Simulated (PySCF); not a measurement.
C₂H₅O, SMILES CC[O-], charge -1. The structure is a stationary point at PBE0-D3(BJ)/def2-SVPD.

Computed equilibrium geometry at PBE0-D3(BJ)/def2-SVPD (PySCF confirms it by a frequency run) as Cartesian coordinates in Å, and its point group:
point group Cs.
```xyz
8

C     -0.2036    -1.1745     0.0000
C      0.4789     0.2157     0.0000
O     -0.3603     1.2418     0.0000
H      0.5328    -2.0042     0.0000
H     -0.8487    -1.2707    -0.8902
H     -0.8487    -1.2707     0.8902
H      1.1976     0.1822     0.8898
H      1.1976     0.1822    -0.8898
```
Charge -1, spin multiplicity 1.
